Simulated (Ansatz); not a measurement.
Mulliken charges of H$_{2}$InS$_{2}$, SMILES `[SH][In][SH]` radical from ωB97M-V/def2-TZVPP in Ansatz (PBE0-D4/def2-TZVP geometry).

```tsv
atom	x (Å)	y (Å)	z (Å)	charge (e)
S1	-1.444	0.797	-0.676	-0.350
In2	0.586	-0.539	-0.739	0.459
S3	1.726	-0.835	1.385	-0.355
H4	-1.670	0.672	-1.994	0.124
H5	0.802	-0.094	2.024	0.123
```

Problem. By hand: the dipole of these point charges (1 e Å = 4.8032 D).

Solution. Σ q r = (0.053, -0.158, -0.593) e Å, of length 0.616 e Å = 2.96 D.

Problem. How does the dipole of the full density compare? (An estimate is asked.)

Solution. The calculation gave: (0.014, -0.090, -0.391) e Å, 1.93 D; the point charges give 1.53 times that, at 4° from its direction.

Point charges leave out the atoms' own dipoles, such as those of lone pairs, and Mulliken's split depends on the basis, so the two needn't agree.
